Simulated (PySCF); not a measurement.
C5H6OS.
Bonds: C1–O2, O2–C3, C3–C4 (aromatic), C4–C5 (aromatic), C5–C6 (aromatic), C6–S7 (aromatic), C3–S7 (aromatic). Hydrogens: H8, H9, H10 on C1; H11 on C4; H12 on C5; H13 on C6.

The same species was optimised twice, with GFN2-xTB and with PBE0-D3(BJ)/def2-SVP (PySCF), and the same property calculations (PySCF, gas phase) were run on both structures.

```json
{"coordinate": "C5–C6 (Å)", "GFN2-xTB": "1.353", "PBE0-D3(BJ)/def2-SVP": "1.367", "change": "+0.014"}
{"coordinate": "C3–C4 (Å)", "GFN2-xTB": "1.362", "PBE0-D3(BJ)/def2-SVP": "1.372", "change": "+0.010"}
{"coordinate": "C4–C5 (Å)", "GFN2-xTB": "1.414", "PBE0-D3(BJ)/def2-SVP": "1.423", "change": "+0.009"}
{"coordinate": "O2–C3 (Å)", "GFN2-xTB": "1.345", "PBE0-D3(BJ)/def2-SVP": "1.337", "change": "-0.008"}
{"coordinate": "C1–O2 (Å)", "GFN2-xTB": "1.407", "PBE0-D3(BJ)/def2-SVP": "1.403", "change": "-0.004"}
{"coordinate": "C3–S7 (Å)", "GFN2-xTB": "1.741", "PBE0-D3(BJ)/def2-SVP": "1.745", "change": "+0.004"}
{"coordinate": "C6–S7 (Å)", "GFN2-xTB": "1.726", "PBE0-D3(BJ)/def2-SVP": "1.726", "change": "0.000"}
{"coordinate": "C1–O2–C3 (°)", "GFN2-xTB": "116.9", "PBE0-D3(BJ)/def2-SVP": "117.9", "change": "+1.0"}
{"coordinate": "C3–S7–C6 (°)", "GFN2-xTB": "90.8", "PBE0-D3(BJ)/def2-SVP": "91.3", "change": "+0.5"}
{"coordinate": "C3–C4–C5 (°)", "GFN2-xTB": "112.4", "PBE0-D3(BJ)/def2-SVP": "111.9", "change": "-0.5"}
{"coordinate": "C5–C6–S7 (°)", "GFN2-xTB": "111.9", "PBE0-D3(BJ)/def2-SVP": "111.5", "change": "-0.4"}
{"coordinate": "C4–C5–C6 (°)", "GFN2-xTB": "113.3", "PBE0-D3(BJ)/def2-SVP": "113.6", "change": "+0.3"}
{"coordinate": "C4–C3–S7 (°)", "GFN2-xTB": "111.6", "PBE0-D3(BJ)/def2-SVP": "111.7", "change": "+0.1"}
{"coordinate": "O2–C3–S7 (°)", "GFN2-xTB": "123.0", "PBE0-D3(BJ)/def2-SVP": "122.9", "change": "-0.1"}
{"coordinate": "O2–C3–C4 (°)", "GFN2-xTB": "125.4", "PBE0-D3(BJ)/def2-SVP": "125.4", "change": "0.0"}
{"coordinate": "C1–O2–C3–C4 (°)", "GFN2-xTB": "179", "PBE0-D3(BJ)/def2-SVP": "179", "change": "0"}
```

Rotational constants: A = 4895, B = 1936, C = 1400 MHz (GFN2-xTB) against A = 4867, B = 1925, C = 1392 MHz (PBE0-D3(BJ)/def2-SVP).

On the GFN2-xTB structure: HOMO (eV) -6.07 [PBE0/pcSseg-1]; LUMO (eV) 0.04 [PBE0/pcSseg-1]; dipole (D) 1.12 [PBE0/pcSseg-1]; GIAO shielding of C1 (ppm) 126.5 [PBE0/pcSseg-1]; GIAO shielding of O2 (ppm) 230.9 [PBE0/pcSseg-1]; GIAO shielding of C3 (ppm) 11.3 [PBE0/pcSseg-1]; GIAO shielding of C4 (ppm) 79.1 [PBE0/pcSseg-1]; GIAO shielding of C5 (ppm) 56.1 [PBE0/pcSseg-1]; GIAO shielding of C6 (ppm) 70.9 [PBE0/pcSseg-1]; GIAO shielding of S7 (ppm) 332.3 [PBE0/pcSseg-1].

What do these properties become on the PBE0-D3(BJ)/def2-SVP structure?

```
                                    property          level  on GFN2-xTB  on PBE0-D3(BJ)/def2-SVP  change
                                   HOMO (eV)  PBE0/pcSseg-1        -6.07                    -6.04   +0.03
                                   LUMO (eV)  PBE0/pcSseg-1         0.04                     0.01   -0.03
                                  dipole (D)  PBE0/pcSseg-1         1.12                     1.17   +0.05
energy, GFN2-xTB geometry as zero (kcal/mol)  PBE0/pcSseg-1          0.0                     -0.2    -0.2
                  GIAO shielding of C1 (ppm)  PBE0/pcSseg-1        126.5                    126.0    -0.5
                  GIAO shielding of O2 (ppm)  PBE0/pcSseg-1        230.9                    230.7    -0.2
                  GIAO shielding of C3 (ppm)  PBE0/pcSseg-1         11.3                     10.8    -0.5
                  GIAO shielding of C4 (ppm)  PBE0/pcSseg-1         79.1                     77.3    -1.8
                  GIAO shielding of C5 (ppm)  PBE0/pcSseg-1         56.1                     53.2    -2.9
                  GIAO shielding of C6 (ppm)  PBE0/pcSseg-1         70.9                     69.5    -1.4
                  GIAO shielding of S7 (ppm)  PBE0/pcSseg-1        332.3                    330.0    -2.3
```

The heavy atoms differ by 0.009 Å rms after alignment. Among bonds between heavy atoms C5–C6 changes most (+0.014 Å). Changes are differences of the printed values. Neither structure is proved a minimum here.

Shape of the structure used: `[CH3:1][O:2][c:3]1[cH:4][cH:5][cH:6][s:7]1`: C1–O2–C3–C4 179°.
